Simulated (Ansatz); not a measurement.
`C[O][Al][OH]` radical, charge 0, multiplicity 2.

Question: Give a relaxed structure at PBE0-D4/def2-TZVP (the Gaussian-basis code of Ansatz). (Estimate.)

Answer: Ansatz gave: 
Z-matrix (Å, degrees):
```
C
O 1 1.394
H 1 1.097 2 112.7
H 1 1.095 2 110.1 3 120.6
H 1 1.095 2 110.0 3 -120.6
Al 2 1.683 1 139.7 3 -0.8
O 6 1.701 2 116.5 1 -179.9
H 7 0.956 6 121.5 2 -180.0
```
Point group Cs.
